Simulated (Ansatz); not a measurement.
# Ligand exchange: C2H8O2Si2 + C3H8O2 → C2H8O3Si2 + C3H8O

Species: C2H8O2Si2 `C=C[SiH](O)[SiH2]O`, singlet; C3H8O2 (1,3-propanediol) `OCCCO`, singlet; C2H8O3Si2 `C=C[SiH](O)[SiH](O)O`, singlet; C3H8O `CCCO`, singlet. The partners trade H for OH: Si–H and C–OH bonds give way to Si–OH and C–H.

Shapes, held fixed at every level: PBE0-D4/def2-TZVP. Flexible molecules stand in one conformer, not always the lowest. Programs: Ansatz 0.2.0. Electronic energies: no zero-point or thermal term.

```
               level                   kind  ΔE (kJ/mol)  less CCSD(T)/CBS estimate
       HF/def2-TZVPP           Hartree–Fock       -192.9                       +1.1
 B3LYP-D4/def2-TZVPP          global hybrid       -190.2                       +3.8
   B2PLYP/def2-TZVPP          double hybrid       -193.3                       +0.7
      MP2/def2-TZVPP    perturbation theory       -199.1                       -5.1
  CCSD(T)/def2-TZVPP  coupled cluster or CI       -190.4                       +3.6
     CCSD/def2-TZVPP  coupled cluster or CI       -191.3                       +2.7
CCSD(T)/CBS estimate  coupled cluster or CI       -194.0                        0.0
```

The highest level, CCSD(T)/CBS estimate, gives ΔE = -194.0 kJ/mol; the levels span -199.1 to -190.2. The column of differences is taken from that level and isn't an error. No measured value is set beside it here. The CBS estimate extrapolates MP2 from def2-TZVPP and def2-QZVPP and adds CCSD(T) − MP2 in the triple-zeta set, cores frozen.
